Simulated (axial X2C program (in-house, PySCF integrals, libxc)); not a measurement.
Spectroscopic constants of NiO⁺

All values were computed with an axial X2C code built on PySCF integrals. Spin-free means the one-electron spin-free X2C Hamiltonian; two-component (2c) means X2C with spin–orbit coupling and atomic mean-field two-electron Coulomb and Gaunt terms, so the difference of the two also holds small scalar two-electron terms. Basis: Ni dyall-cv3z [9s9p6d3f2g], O dyall-av3z [7s6p3d2f] (cores contracted in-house); Gaussian nuclei, density fitting, unrestricted open shells. Masses: Ni 57.935 u, O 15.995 u.

Input:
```json
{"zs": [28, 8], "q": 1, "bas": ["dyall-cv3z", "dyall-av3z"], "levels": ["PBE0", "HF", "PBE"], "cc": true, "r0": 1.58, "thr": -2.0, "nmax": 90, "npts": 10, "nst": 2, "ntry": 6}
```
```bash
python so2c.py task.json out
```

Keys: zs atomic numbers; q charge; bas basis sets; levels methods; cc coupled cluster on or off; r0 starting distance in Å; thr threshold in hartree for freezing inner shells (an s shell follows its p shell); nmax most natural virtual spinors; npts points on the curve; nst determinants followed; ntry starts of the search. HF also brings MP2.

State, spin-free: M_S = 3/2, Λ = 0 (beyond evenly filled blocks: σα, π+α, π-α); electrons by block: σα: 9, σβ: 8, π+α: 4, π+β: 3, π-α: 4, π-β: 3, δ+α: 1, δ+β: 1, δ-α: 1, δ-β: 1. Fragments: Ni+ + O.

State, 2c: Ω = 3/2 (⟨Sz⟩ = 1.50, ⟨Lz⟩ = 0.00 at PBE0); electrons by block: 1/2: 12, -1/2: 12, 3/2: 5, -3/2: 4, 5/2: 1, -5/2: 1. Fragments: Ni+ + O.

```json
{"Hamiltonian": "spin-free", "level": "PBE0", "Re (Å)": "1.617", "ωe (cm⁻¹)": "723.9", "ωexe (cm⁻¹)": "6.78", "Be (cm⁻¹)": "0.5143", "αe (cm⁻¹)": "0.0068", "De (eV)": "2.42", "k (mdyn/Å)": "3.87", "μ (D)": "-3.40"}
{"Hamiltonian": "spin-free", "level": "MP2", "Re (Å)": "1.585", "ωe (cm⁻¹)": "573.7", "ωexe (cm⁻¹)": "30.4", "Be (cm⁻¹)": "0.5354", "αe (cm⁻¹)": "n/a", "De (eV)": "1.41", "k (mdyn/Å)": "2.43", "μ (D)": "n/a"}
{"Hamiltonian": "spin-free", "level": "CCSD", "Re (Å)": "1.596", "ωe (cm⁻¹)": "786.5", "ωexe (cm⁻¹)": "n/a", "Be (cm⁻¹)": "0.5277", "αe (cm⁻¹)": "0.00927", "De (eV)": "1.75", "k (mdyn/Å)": "4.57", "μ (D)": "n/a"}
{"Hamiltonian": "spin-free", "level": "PBE", "Re (Å)": "1.608", "ωe (cm⁻¹)": "845.5", "ωexe (cm⁻¹)": "6.07", "Be (cm⁻¹)": "0.52", "αe (cm⁻¹)": "0.00467", "De (eV)": "3.90", "k (mdyn/Å)": "5.28", "μ (D)": "-3.13"}
{"Hamiltonian": "2c", "level": "PBE0", "Re (Å)": "1.618", "ωe (cm⁻¹)": "722.2", "ωexe (cm⁻¹)": "6.74", "Be (cm⁻¹)": "0.5139", "αe (cm⁻¹)": "0.0068", "De (eV)": "n/a", "k (mdyn/Å)": "3.85", "μ (D)": "-3.39"}
{"Hamiltonian": "2c", "level": "PBE", "Re (Å)": "1.609", "ωe (cm⁻¹)": "844.7", "ωexe (cm⁻¹)": "6.07", "Be (cm⁻¹)": "0.5197", "αe (cm⁻¹)": "0.00467", "De (eV)": "n/a", "k (mdyn/Å)": "5.27", "μ (D)": "-3.13"}
```

Correlated methods: 15 electrons correlated (number of frozen shells: Ni 3 s, 2 p; O 1 s), 249 virtual spin orbitals or spinors in MP2, 90 natural virtuals in coupled cluster.

Dipoles are positive if O is the positive end and refer to the centre of mass.

The state is a single determinant with fixed occupations, the lowest that a limited PBE0 search found. De is counted from the lowest determinant-based energies of the atoms at the same level, without counterpoise correction. De is not given where an atomic determinant may have missed its ground term or J level, or where the truncated virtual space spoils (T). Density functionals use the spin component along the axis (collinear). CCSD ran in a truncated set of natural virtual spinors with an MP2 remainder; without triples it tends to underbind. Other states lie close and PBE0, whose exact exchange favours high spin, may order them wrongly; the determinant shown need not be the ground state. The nearest other spin-free determinant of the search, M_S = 1/2, Λ = 0, lies 0.41 eV up at the distance of the search. The functionals have no current-density term, which raises determinants with orbital currents, atoms included. With several unpaired electrons one determinant need not be a pure state. This is the top spin component of a Σ state; components of lower Ω are not single determinants and can lie lower. The T1 diagnostic is large, a sign of multireference character.

No reliable constants came from CCSD (2c), CCSD(T) (2c), CCSD(T) (spin-free), HF (2c), HF (spin-free), MP2 (2c): no minimum in range, unconverged points, a curve that is not smooth, a change of character along it, or the two Hamiltonians disagreeing along it.

Rough cost a point (2c) on 1 thread(s) of a shared host, integrals apart: PBE0 0.8 s, PBE 0.5 s.

The whole task took 4.5 min on 1 thread of Arm Neoverse V1 (shared host).
